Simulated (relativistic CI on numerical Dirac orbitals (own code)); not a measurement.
Radial parameters of Sr33+

These numbers are calculated, not measured: Dirac-Coulomb-Breit CI, orbitals from a KLI potential per configuration, model QED (radiative potential, 1s self-energy scaled to tabulated hydrogen-like ionisation energies), unscaled Slater integrals (own radial code, finite nucleus).

Slater integrals F^k, G^k are unscaled and averaged over j, outside the closed core 1s2; ζ comes from projecting the Hamiltonian with its Breit term on Σ l·s of the shell.

- 2s2 2p: ζ(2p) = 421690 cm⁻¹; <r>(2p) = 0.1383, <r^2>(2p) = 0.02311 (bohr units).
- 2s 2p2: F^2(2p,2p) = 689620, G^1(2s,2p) = 726780, ζ(2p) = 418970 cm⁻¹; <r>(2s) = 0.1614, <r^2>(2s) = 0.03053, <r>(2p) = 0.1385, <r^2>(2p) = 0.02317 (bohr units).
- 2p3: F^2(2p,2p) = 687970, ζ(2p) = 416320 cm⁻¹; <r>(2p) = 0.1388, <r^2>(2p) = 0.02328 (bohr units).

Averages of the first 10 configurations, taken without configuration mixing, which lowers the lowest level and can move excited configurations by several eV; other configurations of the list can lie among them:

```
Configuration  Parity  States  Average energy above the lowest level (eV)
       2s2 2p     odd       6                                        57.3
       2s 2p2    even      30                                       207.9
          2p3     odd      20                                       388.2
       2p2 3s    even      30                                      2669.6
       2p2 3p     odd      90                                      2716.5
       2p2 3d    even     150                                      2756.6
       2s2 3s    even       2                                      2379.1
       2s2 3p     odd       6                                      2430.5
       2s2 3d    even      10                                      2470.8
     2s 2p 3s     odd      24                                      2509.4
```
